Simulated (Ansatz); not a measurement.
Geometry optimisation, RKS PBE/def2-SVP in Ansatz.

Input:

```yaml
crystal:
  periodic: [false, false, false]
  atoms:
    - { symbol: Ga, position_ang: [-0.028927, 0.270691, -0.119227] }
    - { symbol: Cl, position_ang: [-0.236116, 0.468477, 2.084642] }
    - { symbol: Cl, position_ang: [1.833026, 0.785997, -1.047466] }
    - { symbol: O, position_ang: [-1.480172, 0.045759, -1.144105] }
    - { symbol: H, position_ang: [-2.251709, -0.180139, -0.586049] }
    - { symbol: "N", position_ang: [0.571648, -2.553898, 1.029008] }
    - { symbol: H, position_ang: [-0.000889, -3.406745, 0.98292] }
    - { symbol: H, position_ang: [1.554794, -2.843367, 1.110426] }
    - { symbol: H, position_ang: [0.324144, -2.038875, 1.902852] }
basis:
  gaussian: { orbitals: def2-SVP }
hamiltonian:
  xc: pbe
relax:
  f_tol: 0.03
  max_steps: 50
```

Launched with:

```bash
$ ansatz run input.yaml --threads 4 --pin off --max-ram 5120MiB --backend cpu --events-out ev --progress --plain --runs-dir out
```

Where does it end, and by what steps?

The forces met the threshold. The force dipped under the threshold on the way, but the program's further checks kept it going. After 17 steps the energy has fallen by 0.963 eV; O4 moved furthest, 1.00 Å. Joined: Ga1–N6 (3.11 → 2.08 Å).

| step | energy less start (eV) | largest force component (eV/Å) | accepted |
| --- | --- | --- | --- |
| 0 | 0.0000 | 0.779 | yes |
| 1 | -0.2249 | 0.567 | yes |
| 2 | -0.5503 | 0.718 | yes |
| 3 | -0.7591 | 0.858 | yes |
| 4 | -0.8157 | 1.246 | yes |
| 5 | -0.8675 | 0.674 | yes |
| 6 | -0.9152 | 0.321 | yes |
| 7 | -0.9324 | 0.133 | yes |
| 8 | -0.9355 | 0.593 | yes |
| 9 | -0.9404 | 0.625 | yes |
| 10 | -0.8256 | 2.484 | no |
| 11 | -0.9565 | 0.140 | yes |
| 12 | -0.9603 | 0.115 | yes |
| 13 | -0.9624 | 0.009 | yes |
| 14 | -0.9621 | 0.138 | no |
| 15 | -0.9626 | 0.035 | yes |
| 16 | -0.9627 | 0.033 | yes |
| 17 | -0.9627 | 0.014 | yes |

```xyz
9
Properties=species:S:1:pos:R:3
Ga -0.002 -0.219 0.334
Cl -0.284 0.791 2.258
Cl 1.775 0.382 -0.798
O -1.469 -0.778 -0.579
H -1.959 -0.050 -1.000
N 0.503 -2.146 0.931
H -0.206 -2.781 0.535
H 1.431 -2.417 0.576
H 0.497 -2.234 1.956
```

Whether the end is a true minimum wasn't checked by a vibrational analysis.

Time of the run: 21 s on 4 threads of Arm Neoverse V2, with other jobs on the host, peak memory 0.18 GiB.
